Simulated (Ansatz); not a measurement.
Two isomers of C2H7BZn: A = `[BH2][Zn][CH2]C`, B = `BC[CH2][ZnH]`.

Gas-phase electronic energies from Ansatz, PBE0-D4/def2-TZVP geometries. CCSD(T)/CBS is the MP2 limit (def2-TZVPP, def2-QZVPP) plus CCSD(T) − MP2 in def2-TZVPP, frozen cores. DFT in def2-TZVPP. B3LYP here is the variant with VWN-RPA as its local correlation; programs differ in this. For Zn outer-core shells are correlated without core-valence functions, which leaves a few kJ/mol of doubt a bond. Scalar relativity is left out up to krypton. One conformer a species, not always the lowest.

(1) Which is lower in electronic energy at CCSD(T)/CBS, and by how much? (Best estimate.)

(2) Give E(B) − E(A) in kJ/mol with PBE0-D4, ωB97M-V, CCSD(T)/def2-TZVPP, PBE-D4, B3LYP, B3LYP-D4, B2PLYP. (An estimate is asked.)

Largest T1 diagnostic: 0.014.

Results:

(1) Ansatz gave: B, by 25.5 kJ/mol.

(2) Ansatz gave: PBE0-D4 -30.9, ωB97M-V -32.1, CCSD(T)/def2-TZVPP -27.5, PBE-D4 -30.1, B3LYP -24.7, B3LYP-D4 -30.1, B2PLYP -26.8. None reverses the order clearly.

The D4 term adds −5.4 kJ/mol with B3LYP and −2.8 kJ/mol with PBE0; it sums over pairs of atoms, weighted by their polarisabilities, and B3LYP, whose exchange is more repulsive, gets the larger term.
